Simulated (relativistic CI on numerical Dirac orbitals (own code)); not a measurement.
# Ce39+: sensitivity of the levels to the model

Base calculation: Dirac-Coulomb-Breit CI, separate exchange-only KLI orbitals for each configuration, a model potential for QED, unscaled Slater integrals.

Configuration list (outside the closed core [Ne]): 3s²3p⁶3d, 3s²3p⁵3d², 3s3p⁶3d², 3s²3p⁶4s, 3s²3p⁶4p, 3s²3p⁶4d, 3s²3p⁵3d4s, 3s²3p⁶4f, 3s²3p⁵3d4p, 3p⁶3d³, 3p⁵3d⁴, 3p⁵3d³4s. Double excitations out of closed p, d and f shells are left out; levels of such configurations are missing from the list, as are those of other unlisted configurations, and high levels can miss mixing partners. These lack a partner that the ground configuration has and come out too high: 3s²3p⁵3d4p.

Variants: (1) QED terms removed; (2) configuration mixing switched off. Shifts of the energy above 3s²3p⁶3d ²D3/2, in eV, for the lowest level and the first level of each name with at least 55 % of one term (blank where a level changes its place among those of its configuration and J or its character, or is not in the variant):

| Level | Base | Δ(1) | Δ(2) |
| --- | --- | --- | --- |
| 3s²3p⁶3d ²D3/2 | 0.000 | 0.000 | 0.000 |
| 3s²3p⁶3d ²D5/2 | 24.027 | -0.067 | +0.011 |
| 3s²3p⁵3d² ⁴D°1/2 | 180.953 | +0.239 | -0.352 |
| 3s²3p⁵3d² ⁴G°9/2 | 206.474 | +0.183 | -0.356 |
| 3s²3p⁵3d² ⁴G°11/2 | 213.434 | +0.175 | -0.355 |
| 3s²3p⁵3d² ²H°11/2 | 232.953 | +0.128 | -0.354 |
| 3s²3p⁵3d² ²P°1/2 | 244.236 | +0.127 | -0.336 |
| 3s²3p⁵3d² ²F°5/2 | 244.973 | +0.171 | -0.100 |
| 3s3p⁶3d² ⁴F3/2 | 445.291 | +1.884 | -0.521 |
| 3s3p⁶3d² ⁴F5/2 | 451.045 | +1.877 | -0.497 |
| 3s3p⁶3d² ⁴P1/2 | 464.503 | +1.874 | -0.478 |
| 3s3p⁶3d² ⁴F7/2 | 467.554 | +1.819 | -0.512 |
| 3s3p⁶3d² ⁴P3/2 | 476.665 | +1.823 | -0.521 |
| 3s3p⁶3d² ⁴F9/2 | 477.531 | +1.806 | -0.477 |

At this charge energies of transitions that change n are usually good to better than 1 %, and those within a shell (Δn = 0) to a few per cent.

Ionisation energy from the two ground configurations alone: base 2805.93 eV. The NIST ASD value (theoretical) is 2806 eV.

LS names give the leading component of a level, which can be under half, so a name can repeat, a term be missing and a line seem to break the LS rules.
